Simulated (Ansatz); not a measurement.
The cluster Ag2H2 (the lowest singlet isomer of a short search) was relaxed with PBE0-D4 (def2-TZVP) in Ansatz in these states: neutral quintet, neutral singlet, neutral triplet. The geometries follow in no particular order.

In the def2 sets Ag takes a core potential; there is no spin–orbit coupling.

A:

```xyz
4

Ag   -1.2642    0.2542    1.5756
Ag    0.4379   -0.0286   -0.5509
H     1.3052    0.7553   -1.7136
H    -0.4789   -0.9809    0.6889
```

B:

Cartesian coordinates in Å:
```
Ag -0.483 -1.211 -0.447
Ag 0.483 1.211 0.447
H 0.691 -0.570 0.796
H -0.691 0.570 -0.796
```

C:

Cartesian coordinates in Å:
```
Ag -0.7810 2.9534 -1.4240
Ag -0.4785 -0.2569 -1.6762
H 0.7516 -3.9140 0.9227
H 0.5078 1.2175 2.1775
```

Problem. Judge from the bond lengths which geometry belongs to which state (an estimate).

Solution. A is the neutral singlet (Ag2–H3 1.649 Å, Ag1–H4 1.711 Å, Ag2–H4 1.812 Å); B is the neutral triplet (Ag2–H3 1.826 Å, Ag1–H4 1.826 Å, Ag2–H4 1.826 Å); C is the neutral quintet (Ag2–H3 4.652 Å, Ag1–H4 4.201 Å, Ag2–H4 4.242 Å).

At PBE0-D4/def2-TZVP a singlet lies 1.64 eV below the neutral triplet. At PBE0-D4/def2-TZVP a singlet lies 5.52 eV below the neutral quintet. These are the stationary points nearest to one start from a short search; other shapes may lie lower in each state. The neutral quintet has come apart into loosely held pieces.
